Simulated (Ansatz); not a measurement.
Input and output for the cluster MgB₆.

```yaml
crystal:
  periodic: [false, false, false]
  atoms:
    - {symbol: Mg, position_ang: [-2.894788, 0.163695, 0.973834]}
    - {symbol: B, position_ang: [1.388163, 0.620519, 0.741535]}
    - {symbol: B, position_ang: [-1.529703, 0.323823, -0.635238]}
    - {symbol: B, position_ang: [-0.470703, -0.781787, -0.820669]}
    - {symbol: B, position_ang: [2.477901, -0.204573, 0.066310]}
    - {symbol: B, position_ang: [-0.088176, 0.613951, 0.132460]}
    - {symbol: B, position_ang: [1.117306, -0.735618, -0.458243]}
basis:
  gaussian: {orbitals: ANO-RCC-VTZP}
hamiltonian: {xc: {name: PBE0}, dispersion: d4}
scf: {omitted_lower_state_checks: [starts]}
```

```sh
$ ansatz run in.yaml --threads 4 --pin off --events-out ev --progress --plain --max-ram 8704MiB
```

Output, abridged:

```
Functional definition: PBE0
1950 factors; their error is unknown
mean field evaluation 1: about -9483.9248 eV, gradient 5.8e1 eV
mean field evaluation 2: about -9354.9009 eV, gradient 1.6e2 eV
mean field evaluation 4: about -9480.1368 eV, gradient 5.8e1 eV
mean field evaluation 8: about -9496.5746 eV, gradient 4.9e-1 eV
mean field evaluation 16: about -9496.5746 eV, gradient 5.2e-3 eV
mean field -9496.57462756 eV, -348.9926805535 hartree, gradient 1.6e-5 eV, S^2 0.000000; 0 other end points of the search recorded, 0 dependent functions left out
reference -9496.57467011 eV, -348.9926821169 hartree; 21, 21 occupied and 193, 193 virtual orbitals, 1950 factors
Total energy: -9496.80368008 eV, -349.0010980783 hartree
Relativity: scalar
Checks for a lower state left out: starts
```

It took 7 s on 4 threads of Intel Xeon on a shared host, peak host memory 0.57 GiB.

DK, ANO-RCC and x2c sets are all-electron and run with scalar relativity unless a key says otherwise. The restricted singlet is unstable towards broken spin symmetry in Hartree–Fock (as tested in another run); at RKS PBE0-D4/ANO-RCC-VTZP this wasn't settled.
